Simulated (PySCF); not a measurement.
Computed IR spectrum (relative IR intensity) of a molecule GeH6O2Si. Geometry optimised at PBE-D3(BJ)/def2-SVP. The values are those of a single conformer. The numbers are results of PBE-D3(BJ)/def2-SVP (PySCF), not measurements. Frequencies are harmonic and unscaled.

Lines under 2 % of the strongest are left out, and lines within 2 cm⁻¹ are merged.

```csv
ν (cm⁻¹),relative intensity
258,60
320,73
345,7.9
474,10
488,7.1
651,83
671,29
680,45
725,5.1
827,100
891,18
898,8.6
901,29
912,61
2065,76
2157,22
2175,42
2178,39
3712,28
3722,27
```

Problem. Which molecule gave these data?
A) O[SiH2][GeH2][OH]
B) [OH][GeH]([OH])[SiH3]
C) O[SiH2][O][GeH3]
D) O[SiH](O)[GeH3]

Solution. B, [OH][GeH]([OH])[SiH3]
